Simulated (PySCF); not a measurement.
**As⁺ (arsenic, charge +1) across methods**

[Ar] 3d10 4s1 4p2 5s1, high-spin 5P determinant (an excited configuration). Calculation: PySCF 2.14, in aug-cc-pVTZ-PP with one added diffuse shell each of s, d, f type with ECP10MDF (7s5p5d3f, 68 functions); scalar relativity through the core potential.

```tsv
method	E (hartree)	mean ε 4s α (eV)	mean ε 4p α (eV)	mean ε 5s α (eV)	Σ⟨r²⟩ (bohr²)	⟨S²⟩
PBE0	-331.3745	-31.240	-19.839	-7.680	47.89	6.001
LDA	-330.8716	-29.478	-18.488	-7.368	47.29	6.001
PBEsol	-331.0626	-29.231	-18.395	-7.219	47.18	6.001
PBE	-331.3987	-29.176	-18.396	-7.228	47.32	6.001
r2SCAN	-331.2847	-30.087	-19.001	-7.205	47.78	6.002
BP86	-331.5403	-29.317	-18.497	-7.358	47.22	6.001
UHF	-330.28351	-36.740	-23.620	-8.697	50.00	6.001
B3LYP	-331.4446	-30.820	-19.443	-7.535	48.00	6.000
```

Energies and moments cover only the electrons outside the core potential. The outer electron is Rydberg-like, and this basis confines it to a smaller radius and binds it less than a complete one would.
